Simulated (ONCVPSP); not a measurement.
# Pseudopotential generation for osmium (Os): ONCV, PBE, scalar-relativistic.

- Element: osmium
- Generator: ONCVPSP 4.0.1
- Type: optimised norm-conserving Vanderbilt (ONCV)
- Functional: PBE
- Relativity: scalar-relativistic
- Frozen core: [Kr] 4d10 4f14
- Valence charge: 16
- Reference configuration: 5s2 5p6 5d6 6s2
- Partial waves: 5s+6s: rc 1.90 bohr, ncon 4, nbas 8, qcut 4.8 1/bohr, 2 projectors; 5p: rc 1.90 bohr, ncon 4, nbas 9, qcut 7.9 1/bohr, 2 projectors, debl 0.3 Ha; 5d: rc 1.90 bohr, ncon 4, nbas 9, qcut 9.3 1/bohr, local
- Local potential: the d channel
- Core correction: none

In the p channel the program set the typed energies aside and used -1.868, 0.250 Ha.

All-electron outer shells of the reference configuration (PBE, scalar-relativistic, ld1.x):

| shell | level (eV) | outermost node (bohr) | outermost maximum (bohr) |
| --- | --- | --- | --- |
| 5s | -91.55 | 0.51 | 0.91 |
| 4f | -51.98 | – | 0.40 |
| 5p | -50.84 | 0.55 | 1.03 |
| 5d | -6.25 | 0.60 | 1.36 |
| 6s | -6.15 | 1.20 | 2.48 |

What the tests gave:

| Quantity | Value |
| --- | --- |
| Cutoffs needed | 18 Ha and 34 Ha (the cutoffs (Ha) at which the residual kinetic energy of the hardest occupied pseudo-wave falls to 1 and 0.1 mHa per electron) |
| Ghost test | no bound ghost flagged; no localised positive-energy state flagged |
| Largest excitation error | -16 meV (all-electron minus pseudo) for 5s2 5p6 5d6 6s0, out of 4 test configurations |

Generation and tests took about 3.9 s on one core of a shared server CPU.
